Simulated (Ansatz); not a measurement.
Species: C₇H₇F₃Si, SMILES `FC(F)(F)c1cccc([SiH3])c1` (charge 0, multiplicity 1).

Task: Give a relaxed geometry from B3LYP-D3(BJ)/def2-SVP (Ansatz, an electronic-structure program).

Result: the end point of this relaxation (outside a Z-matrix the atoms follow the SMILES, hydrogens last).
Z-matrix (Å, degrees):
```
C
H 1 1.0927
C 1 1.3973 2 118.69
C 3 1.3995 1 120.24 2 -179.19
H 4 1.0911 3 119.88 1 179.29
C 4 1.3945 5 120.60 3 179.47
H 6 1.0923 4 119.83 5 0.23
C 6 1.3977 7 120.03 4 179.73
H 8 1.0934 6 119.10 7 0.09
C 1 1.4051 2 120.41 3 -179.49
C 3 1.5075 1 119.81 2 3.04
F 11 1.3444 3 111.82 1 -151.84
F 11 1.3447 12 107.56 3 -123.23
F 11 1.3472 12 106.93 13 -114.48
Si 10 1.8853 1 120.56 2 -1.10
H 15 1.4906 10 108.90 1 171.93
H 15 1.4916 16 109.71 9 127.36
H 15 1.4924 16 109.19 17 118.25
```
